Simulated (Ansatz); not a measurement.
Frontier orbitals of CH₅NSSn (`C[S][Sn][NH2]`).

Total charge 0; spin multiplicity 1. Correlated methods include outer-core shells of Sn, which these sets cover unevenly. Sn: def2 effective core potential. The geometry is a stationary point of PBE0-D4/def2-TZVP. It is one conformer, not always the lowest. Basis def2-TZVPP, Ansatz.

Orbital energies of one run (eV). Highest occupied ones, from the top: -5.75, -5.97, -6.61, -7.42, -9.44, -10.61, -10.84, -12.00, -12.33, -15.99, -19.84, -21.53, -25.74, -25.84. Empty: -2.26, -0.72, -0.02, 1.30, 1.94, 2.51.

(1) Which functional gave them?
A. LC-ωPBE
B. r2SCAN
C. B3LYP
D. r2SCAN0

## Answers

(1) B. HOMO energies: r2SCAN -5.75, LC-ωPBE -9.14, B3LYP -6.40, r2SCAN0 -6.82 eV.

B3LYP here is the variant with VWN-RPA as its local correlation; programs differ in this. LC-ωPBE has ω = 0.4 bohr⁻¹.
